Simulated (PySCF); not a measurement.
# Functional dependence of a UV spectrum

Compound: C₅H₄F₂.
SMILES: `FC(F)C=C=C=C`

Linear-response calculations in the def2-SVPD basis (PySCF; singlets by full response, triplets Tamm–Dancoff, core orbitals frozen in the response; HF means time-dependent Hartree–Fock). 'Strongest' is the level of largest summed f among the singlets computed (10 roots, of which the last may lack a degenerate partner); it can jump between rows when another state enters that window. S1 is the lowest singlet of each run and needn't be the same state throughout; f(S1) is that of one state. Isolated species at its PBE0-D3(BJ)/def2-SVP geometry (one conformer only).

```
functional                               kind  S1 (eV)  f(S1)  strongest (eV)  T1 (eV)  HOMO (eV)  gap (eV)  ionisation energy, ΔSCF (eV)
       LDA                                LDA     3.78  0.000            7.20     2.96      -6.81      3.51                          9.83
       PBE                                GGA     3.84  0.000            7.20     2.77      -6.60      3.54                          9.53
     B3LYP  global hybrid, 20% exact exchange     3.98  0.000            7.66     2.74      -7.41      5.00                          9.61
      PBE0  global hybrid, 25% exact exchange     4.01  0.000            7.81     2.66      -7.62      5.39                          9.59
 BHandHLYP  global hybrid, 50% exact exchange     4.14  0.000            7.96     2.62      -8.49      7.27                          9.45
 CAM-B3LYP             range-separated hybrid     4.04  0.000            7.94     2.72      -8.83      7.68                          9.66
   wB97X-D             range-separated hybrid     4.04  0.000            7.99     2.79      -9.35      8.83                          9.60
   LC-wPBE             range-separated hybrid     4.09  0.000            8.04     2.64     -10.13     10.03                          9.69
        HF                       Hartree–Fock     4.38  0.000            8.25     2.23      -9.76     11.16                   not settled
```

S1 runs from 3.78 eV (LDA) to 4.38 eV (HF), a spread of 0.60 eV, while the orbital gap spreads over 7.6 eV. Along PBE (0%), B3LYP (20%), PBE0 (25%), BHandHLYP (50%), HF (100%) S1 rises with the share of exact exchange. −ε(HOMO) comes closest to its own ΔSCF ionisation energy with wB97X-D (-0.25 eV) and misses most with LDA (-3.01 eV). 'Not settled' means that the ion's SCF failed to converge or may have ended in another state than the lowest.
